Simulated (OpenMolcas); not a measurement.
**Levels of Ni⁴⁺ by method**

```yaml
Program: OpenMolcas
Basis: ANO-R1 [5s4p2d1f]
Scalar_Hamiltonian: X2C, finite nucleus
Active_space: 6 electrons in 5 orbitals (3d)
State_averaging: 2S+1 = 5 even, 5 roots; 2S+1 = 3 even, 45 roots; 2S+1 = 1 even, 50 roots
Spin-orbit_coupling: state interaction with AMFI integrals over the reference wave functions, term energies averaged over their components
```

Methods on the same reference wave functions:
A. CASSCF
B. SS-CASPT2, IPEA 0.25 Eh, imaginary shift 0.1 Eh (closed shells correlated: 3s 3p)
C. MS-CASPT2, IPEA 0.25 Eh, imaginary shift 0.1 Eh (closed shells correlated: 3s 3p)

Energies in cm⁻¹ above 3d⁶ ⁵D₄, the measured ground level; measured values from Corliss and Sugar, J. Phys. Chem. Ref. Data 10, 197 (1981).

```csv
Level,A,B,C,Measured
3d⁶ ⁵D₄,0.0,0.0,0.0,0.0
3d⁶ ⁵D₃,895,899,900,890
3d⁶ ⁵D₂,1513,1509,1510,1490
3d⁶ ⁵D₁,1908,1898,1898,1872
3d⁶ ⁵D₀,2101,2090,2090,2058
3d⁶ ³H₆,29391,28540,28540,27111
3d⁶ ³H₅,29827,28940,28940,27578
3d⁶ ³H₄,30128,29150,29140,27859
3d⁶ ³P₂(1),31948,26410,26410,26153
3d⁶ ³F₄(1),33558,30150,30130,29124
3d⁶ ³F₃(1),34074,30540,30540,29571
3d⁶ ³F₂(1),34467,30860,30870,29899
3d⁶ ³P₁(1),34556,29030,29030,28698
3d⁶ ³P₀(1),35563,30040,30040,29640
3d⁶ ³G₅,37120,35060,35060,33256
3d⁶ ³G₄,37989,35840,35840,34062
3d⁶ ³G₃,38319,36160,36170,34416
3d⁶ ¹I₆,44394,43410,43410,41252
3d⁶ ¹G₄(1),46979,44210,44200,42208
3d⁶ ³D₁,47939,43830,43830,41701
3d⁶ ³D₂,47957,43790,43790,41627
3d⁶ ³D₃,48217,44110,44110,41920
3d⁶ ¹S₀(1),54500,49350,49260,47700
3d⁶ ¹D₂(1),58178,50850,50850,48607
```

Deviations, from unrounded energies. A percentage is the sum of absolute deviations over the sum of measured energies, with the sign that they share, or ± where signs differ.

| Against measurement | Levels | A | B | C |
| --- | --- | --- | --- | --- |
| mean absolute deviation (cm-1) | 23 | 4000 | 1200 | 1200 |
| fine structure of the ground term (%) | 4 | +1.7 | +1.4 | +1.4 |
| other terms of the ground configuration (%) | 19 | +14.0 | +4.2 | +4.2 |

B, C lie about equally close to measurement and A furthest from it. The largest miss of C in the table is 3d⁶ ¹D₂(1), by +2200 cm-1. The ranking rests on the paired levels alone, and a cruder setting can come out closer through cancelling errors.

Between B and C the level of the table that moves most is 3d⁶ ¹S₀(1), by 92 cm-1 (lowest in C, highest in B). Moves below CASPT2's spread within the term are not significant.

The two smallest mean deviations differ by little beside CASPT2's spread within terms, so their order carries little weight.

From A to B the spin-free energies of the other terms of 3d⁶ shown, above ⁵D, scale by factors of 0.83 to 0.98.

The lowest spin-free term lies below A's lowest term by 0.300 hartree in B, 0.300 hartree in C.

CASPT2 breaks the degeneracy within a term, and the mean is taken; among the terms shown or strongly mixed into the levels shown the widest spread is 960 cm-1 (3d⁶ ¹I, C). The basis is small and was not contracted for so high a charge. The CASPT2 spread within a term exceeds the gap to the next term for 3d⁶ ¹G(1) and 3d⁶ ³D, so the order of their levels is uncertain (figures for B; the like holds for C). Without dynamic correlation excited terms often stand tens of per cent too high (terms of higher spin than the ground term too low), and those without a measured partner can miss by more than the paired ones (holds for A). Computed and measured levels are paired by configuration, term and J; levels that our copy of the source lacks, or whose pairing is in doubt (as where it misses far off the trend of its configuration), stay unpaired and out of the deviations. Levels of configurations outside the active space are missing. The table leaves out levels that lie high or whose names do not pair safely across all columns.

A number in round brackets counts repeated terms of one configuration in the order of the reference energies.
